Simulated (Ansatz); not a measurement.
Reaction (redistribution): `[CH3][AlH][SiH2]Cl` + `B[CH2][GeH2][F]` → `B[CH2][AlH][CH3]` + `[F][GeH2][SiH2]Cl`

Calculated with Ansatz (gas phase, PBE0-D4/def2-TZVP geometries, no zero-point term in ΔE). CCSD(T)/CBS adds triple-zeta CCSD(T) − MP2 to the extrapolated MP2 energy (def2 sets, frozen cores). DFT in def2-TZVPP. B3LYP here is the variant with VWN-RPA as its local correlation; programs differ in this. For Ge outer-core shells are correlated without core-valence functions, which leaves a few kJ/mol of doubt a bond. Scalar relativity is left out up to krypton. Each species was taken in one conformer, which may not be the lowest.

```
             level  ΔE (kcal/mol)  difference from CCSD(T)/CBS
            PBE-D4           -8.5                         -1.5
         r2SCAN-D4           -8.9                         -1.9
           PBE0-D4           -7.7                         -0.7
          B3LYP-D4           -8.5                         -1.5
           ωB97X-V           -7.2                         -0.2
           ωB97M-V           -9.0                         -2.0
            B2PLYP           -7.9                         -0.9
               PBE           -8.4                         -1.4
            r2SCAN           -8.9                         -1.9
              PBE0           -7.6                         -0.6
             B3LYP           -8.3                         -1.3
     HF/def2-TZVPP           -4.7                          2.3
    MP2/def2-TZVPP           -7.3                         -0.3
SCS-MP2/def2-TZVPP           -6.7                          0.3
   CCSD/def2-TZVPP           -6.2                          0.8
CCSD(T)/def2-TZVPP           -6.6                          0.4
     HF/def2-QZVPP           -5.0                          2.0
    MP2/def2-QZVPP           -7.6                         -0.6
SCS-MP2/def2-QZVPP           -6.9                          0.1
      HF/CBS(def2)           -5.0                          2.0
     MP2/CBS(def2)           -7.7                         -0.7
    CCSD/CBS(def2)           -6.6                          0.4
       CCSD(T)/CBS           -7.0                            0
```

Largest T1 diagnostic among the species: 0.012.

From PBE to PBE0 (25 % exact exchange), in def2-TZVPP and without D4, ΔE moves by +0.8 kcal/mol. In def2-TZVPP, CCSD(T) changes the Hartree–Fock value by −1.9 kcal/mol (the triples alone add −0.4 kcal/mol) and MP2 by −2.6 kcal/mol.
